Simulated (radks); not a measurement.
Question: Isoelectronic series with 24 electrons, each ion in its NIST ground configuration. Calculated with a radial shooting solver on a logarithmic mesh with Libxc functionals: scalar-relativistic Kohn-Sham, PBEsol, spin-unpolarised, spherical densities, finite nucleus; Fermi nuclear charge, rms radius of each element as measured or else 0.836 A^(1/3) + 0.57 fm. Total energies (hartree) and mean radii <r> (bohr) (* marks an orbital that is empty in some or all of the ions):

ion    configuration  E (hartree)      3d     4s*
Cr      [Ar] 3d5 4s1  -1049.45018   1.515   3.416
Mn+     [Ar] 3d5 4s1  -1156.85150   1.187   2.797
Fe2+        [Ar] 3d6  -1270.34480   1.079   2.500
Co3+        [Ar] 3d6  -1389.63392  0.9389   2.189
Ni4+        [Ar] 3d6  -1514.76287  0.8392   1.958
Cu5+        [Ar] 3d6  -1645.72922  0.7628   1.778
Zn6+        [Ar] 3d6  -1782.53967  0.7015   1.632
Ga7+        [Ar] 3d6  -1925.20481  0.6508   1.511
Ge8+        [Ar] 3d6  -2073.73881  0.6078   1.408
As9+        [Ar] 3d6  -2228.15866  0.5707   1.320
Se10+       [Ar] 3d6  -2388.48241  0.5383   1.243
Br11+       [Ar] 3d6  -2554.73054  0.5097   1.175
Kr12+       [Ar] 3d6  -2726.92453  0.4842   1.114
Rb13+       [Ar] 3d6  -2905.08754  0.4613   1.060
Sr14+       [Ar] 3d6  -3089.24369  0.4406   1.011
Nb17+       [Ar] 3d6  -3677.93186  0.3887  0.8878
Mo18+       [Ar] 3d6  -3886.32644  0.3741  0.8534

Estimate the row of Zr16+ ([Ar] 3d6).

Answer: E (hartree) -3475.63884; 3d 0.4045; 4s* 0.9252.
